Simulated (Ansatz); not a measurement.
ClF2HOSW, SMILES `[OH][W]([F])([F])(=[S])[Cl]`, relaxed with RKS PBE-D4/def2-SVP in Ansatz from a rough embedded geometry. The force threshold is 0.03 eV/Å; the program also tests the step.

The species carries charge 0 and has multiplicity 1. W takes the def2 core potential.

Start:

```xyz
7

O     0.120    0.340   -1.132
W    -0.093   -0.450    0.743
F    -1.336   -1.295   -0.960
F     0.373   -1.843   -1.127
S     1.697    1.060    1.358
Cl   -0.798    0.910    2.594
H     0.036    1.278   -1.477
```

```
step  energy (eV)  largest force (eV/Å)  largest move (Å)
   1  -32648.2627                 7.611             0.000
   2  -32651.0097                 3.635             0.195
   3  -32653.7795                 4.342             0.199
   4  -32655.9364                 1.894             0.199
   5  -32657.1851                 2.876             0.194
   6  -32658.0670                 1.135             0.195
   7  -32658.3417                 0.400             0.200
   8  -32658.3839                 0.178             0.082
   9  -32658.3957                 0.141             0.062
  10  -32658.3995                 0.166             0.031
  11  -32658.4027                 0.109             0.039
  12  -32658.4043                 0.065             0.020
  13  -32658.4068                 0.092             0.061
  14  -32658.4071                 0.047             0.030
  15  -32658.4072                 0.020             0.017
```

End:

```xyz
7

O    -0.324    0.901   -1.223
W     0.015   -0.272    0.218
F    -1.548   -1.152   -0.505
F     0.744   -1.986    0.053
S     1.919    0.640    0.730
Cl   -1.134    0.256    2.104
H     0.328    1.614   -1.376
```

It took 96 s on 4 threads of an Intel Xeon on a shared host, with 0.26 GiB of host memory at the peak.
